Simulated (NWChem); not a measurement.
Species: ditellurium (Te₂, triplet); SMILES [Te]=[Te]

```xyz
2

Te     0.0000     0.0000     1.2818
Te     0.0000     0.0000    -1.2818
```
Atoms are numbered in this order, from 1.

Level: PBE0/def2-SVP with def2 effective core potentials on Te, spin-unrestricted (NWChem), optimised geometry, unscaled harmonic frequencies. def2 effective core potentials on Te; no spin-orbit coupling.

```json
[
 {"frequency (cm⁻¹)": "262", "IR intensity (km/mol)": "0.0"}
]
```

| Item | Value |
|---|---|
| zero-point energy | 0.4 kcal/mol |
| thermal correction to the enthalpy at 298.15 K (with zero-point energy) | 2.7 kcal/mol |
| heat capacity Cv | 6.7 cal/(mol K) |

Rigid rotor and harmonic oscillator.
